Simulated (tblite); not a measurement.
Species: C5H12AlAsO.
Atom-mapped SMILES: `[H][As+:4]([H])([H])[Al@H-:3]([CH2:2][CH3:1])[C:5]1=[CH:6][O:7][CH2:8]1` (hydrogens: H9, H10, H11 on C1; H12, H13 on C2; H14 on Al3; H15, H16, H17 on As4; H18 on C6; H19, H20 on C8)
Bond orders are those of one Lewis drawing.

Computed with GFN2-xTB (tblite), gas phase: L-BFGS steps from a force-field or distance-geometry start until the largest atomic force falls under 0.01 eV/Å.

Step 55: E = -659.2991 eV
```
atom  x, y, z in Å  |  force x, y, z in eV/Å
C1     -2.2996   -0.6095    0.3601   -0.004   0.014   0.005
C2     -1.8293   -0.5477   -1.1073    0.010   0.009  -0.002
Al3     0.0006    0.2791   -1.1269    0.031  -0.050   0.003
As4    -0.3979    2.2033    0.6827    0.033  -0.059   0.024
C5      1.4415   -0.6533   -0.1437    0.078   0.021  -0.016
C6      1.6175   -1.3239    1.0224    0.005   0.015  -0.010
O7      2.9249   -1.7001    0.8702    0.062   0.054   0.028
C8      2.9062   -1.0249   -0.4040   -0.010  -0.030  -0.025
H9     -1.4625   -0.9013    1.0040   -0.033  -0.020  -0.001
H10    -2.6475    0.3737    0.6968   -0.022  -0.005  -0.023
H11    -3.1128   -1.3207    0.5084    0.022   0.013  -0.036
H12    -1.7451   -1.5837   -1.4718    0.011  -0.018   0.013
H13    -2.6200   -0.1002   -1.7220   -0.032   0.013   0.012
H14     0.4993    1.3783   -2.1288   -0.048  -0.005   0.005
H15    -0.6955    2.7397    2.0539    0.019   0.033   0.013
H16     0.8333    3.0223    0.5779    0.025   0.027   0.025
H17    -1.1945    3.2995    0.0703   -0.034   0.028  -0.025
H18     1.0596   -1.5857    1.9029   -0.067  -0.020   0.040
H19     3.6265   -0.2063   -0.4334   -0.050  -0.037   0.017
H20     3.0902   -1.7281   -1.2148    0.004   0.016  -0.047
```

Step 56: E = -659.3006 eV
```
atom  x, y, z in Å  |  force x, y, z in eV/Å
C1     -2.3037   -0.6098    0.3585   -0.002   0.023   0.015
C2     -1.8284   -0.5525   -1.1077    0.006   0.011   0.017
Al3     0.0013    0.2796   -1.1294    0.002  -0.079   0.024
As4    -0.3891    2.1941    0.6919    0.067  -0.066   0.017
C5      1.4449   -0.6501   -0.1483    0.052   0.014  -0.009
C6      1.6169   -1.3176    1.0204    0.008   0.010  -0.025
O7      2.9233   -1.6994    0.8695    0.059   0.047   0.043
C8      2.9083   -1.0251   -0.4044   -0.016  -0.011  -0.035
H9     -1.4731   -0.9089    1.0069   -0.025  -0.029  -0.009
H10    -2.6432    0.3757    0.6951   -0.027   0.027  -0.024
H11    -3.1258   -1.3106    0.5054    0.024  -0.006  -0.046
H12    -1.7487   -1.5905   -1.4673    0.023  -0.008   0.002
H13    -2.6174   -0.1036   -1.7243   -0.026   0.011   0.011
H14     0.4914    1.3847   -2.1259   -0.043   0.006  -0.009
H15    -0.6895    2.7456    2.0546    0.010   0.037   0.039
H16     0.8375    3.0211    0.5798    0.016   0.012   0.022
H17    -1.1882    3.2786    0.0679   -0.058   0.050  -0.042
H18     1.0567   -1.5738    1.9013   -0.060  -0.020   0.037
H19     3.6239   -0.2033   -0.4296   -0.014  -0.021   0.016
H20     3.0976   -1.7235   -1.2174    0.001  -0.006  -0.045
```

Step 57: E = -659.3021 eV
```
atom  x, y, z in Å  |  force x, y, z in eV/Å
C1     -2.3077   -0.6084    0.3567   -0.017   0.025   0.030
C2     -1.8278   -0.5583   -1.1084   -0.004   0.009   0.032
Al3     0.0016    0.2783   -1.1313   -0.026  -0.085   0.026
As4    -0.3802    2.1810    0.7042    0.080  -0.027   0.008
C5      1.4499   -0.6475   -0.1556    0.009  -0.008   0.009
C6      1.6160   -1.3096    1.0174    0.013   0.002  -0.026
O7      2.9225   -1.6958    0.8701    0.037   0.033   0.044
C8      2.9116   -1.0256   -0.4056   -0.008   0.006  -0.029
H9     -1.4842   -0.9196    1.0088   -0.031  -0.026  -0.021
H10    -2.6345    0.3819    0.6929   -0.022   0.026  -0.028
H11    -3.1420   -1.2959    0.5020    0.041  -0.007  -0.053
H12    -1.7527   -1.5992   -1.4616    0.030   0.012  -0.006
H13    -2.6150   -0.1080   -1.7275   -0.011   0.001   0.014
H14     0.4804    1.3933   -2.1211   -0.039   0.008  -0.016
H15    -0.6834    2.7534    2.0578    0.007   0.034   0.044
H16     0.8426    3.0153    0.5809    0.000  -0.006   0.022
H17    -1.1833    3.2546    0.0642   -0.055   0.036  -0.039
H18     1.0513   -1.5600    1.8986   -0.031  -0.011   0.008
H19     3.6210   -0.1997   -0.4254    0.031   0.000   0.007
H20     3.1087   -1.7197   -1.2203   -0.005  -0.023  -0.028
```

Q: Estimate the geometry and energy of step 58. (The exact step hangs on the optimiser's Hessian estimate; all steps are aligned on step 57, rigid shifts and turns removed.)

A: E = -659.3033 eV, largest force 0.081 eV/Å
```
atom  x, y, z in Å  |  force x, y, z in eV/Å
C1     -2.3114   -0.6083    0.3558   -0.008   0.023   0.013
C2     -1.8274   -0.5619   -1.1081   -0.010   0.007   0.032
Al3     0.0018    0.2757   -1.1306   -0.045  -0.067   0.010
As4    -0.3702    2.1749    0.7117    0.054   0.013  -0.005
C5      1.4537   -0.6451   -0.1591   -0.031  -0.024   0.015
C6      1.6158   -1.3045    1.0161    0.018  -0.012  -0.009
O7      2.9222   -1.6941    0.8702    0.016   0.018   0.032
C8      2.9131   -1.0262   -0.4072    0.010   0.018  -0.008
H9     -1.4933   -0.9257    1.0106   -0.014  -0.024  -0.013
H10    -2.6335    0.3832    0.6901   -0.023   0.051  -0.017
H11    -3.1498   -1.2898    0.4978    0.012  -0.030  -0.049
H12    -1.7550   -1.6044   -1.4585    0.031   0.027  -0.010
H13    -2.6131   -0.1097   -1.7287    0.003  -0.009   0.017
H14     0.4726    1.3964   -2.1185   -0.038   0.005  -0.015
H15    -0.6785    2.7584    2.0600    0.005   0.030   0.041
H16     0.8475    3.0167    0.5836   -0.004  -0.012   0.019
H17    -1.1806    3.2404    0.0606   -0.030   0.004  -0.019
H18     1.0475   -1.5509    1.8976    0.001  -0.001  -0.024
H19     3.6189   -0.1980   -0.4221    0.062   0.014  -0.005
H20     3.1143   -1.7163   -1.2244   -0.010  -0.032  -0.004
```

The energy changes by -0.0011 eV. The first-order estimate −F·Δx gives -0.0016 eV and the mean of the old and new forces, exact on a quadratic surface, -0.0011 eV. The step makes an angle of 78° with the force vector and moves no atom by more than 0.015 Å.

The cost below is that of the whole relaxation. Time: 3.9 s. Hardware: an Arm Neoverse N1 with one thread, shared host.
